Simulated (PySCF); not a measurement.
Vertical excitations of a molecule C₂H₁₀N₂Si₂ from TDA-PBE/def2-SVPD (PySCF), as energy in eV (oscillator strength): 3.53 (0.002), 3.77 (0.004), 5.07 (0.050), 5.20 (0.033), 5.47 (0.002), 5.65 (0.010). Lowest triplet (TDA): 2.94 eV. Coordinates come from a B3LYP-D3(BJ)/def2-SVP optimisation. The values are those of a single conformer.

**Question.** Pick the molecule that these values belong to.
(A) N[C@H]1[SiH2][C@@H](N)[SiH2]1
(B) C/C(=N\[SiH3])[SiH2]N
(C) C=C([SiH2]N)[SiH2]N
(D) C[Si@H](N)/N=C/[SiH3]

**Answer.** B, C/C(=N\[SiH3])[SiH2]N
